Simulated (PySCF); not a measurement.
## Potential energy of GaBi along the bond

Set-up: basis Ga def2-SVP, Bi def2-SVP with ECP60; scalar-relativistic core potentials; PySCF 2.14. Energies in eV from Ga + Bi in their ground configurations at the same level. State: ³Σ⁻ (triplet), unpaired electrons π ↑↑.

All columns are PBE0. A positive dipole means Ga(−)Bi(+).

```tsv
R (Å)	E (eV)	μ (D)	Mulliken charge on Ga (basis-dependent)	HOMO (eV)	LUMO (eV)	Mayer bond order	⟨S²⟩
2.450	-1.091	0.61	0.05	-4.90	-3.60	1.25	2.00
2.564	-1.423	0.16	0.10	-4.94	-3.40	1.22	2.00
2.678	-1.602	-0.29	0.14	-4.95	-3.22	1.19	2.01
2.764	-1.663	-0.62	0.16	-4.95	-3.10	1.17	2.01
2.849	-1.679	-0.95	0.17	-4.94	-2.99	1.15	2.01
2.934	-1.660	-1.27	0.18	-4.91	-2.89	1.14	2.01
3.048	-1.594	-1.68	0.20	-4.87	-2.77	1.11	2.01
3.191	-1.469	-2.17	0.21	-4.79	-2.65	1.08	2.02
3.362	-1.284	-2.68	0.21	-4.69	-2.54	1.03	2.04
3.590	-1.021	-3.20	0.21	-4.56	-2.46	0.94	2.10
```

A fit through these points gives, at Re = 2.840 Å, μ = -0.92 D and dμ/dR = -3.82 D/Å; the reduced mass is 51.83 u.

Problem. How strong is the fundamental in the double-harmonic approximation, I = 42.26·(dμ/dR)²/μred km/mol?

Solution. I = 42.26·(-3.82)²/51.83 = 11.9 km/mol at PBE0.

These are scalar-relativistic numbers at best; spin–orbit coupling would shift them, the dissociation energy most. The state is the lowest determinant that a PBE0 search found; another state may lie lower at other levels.
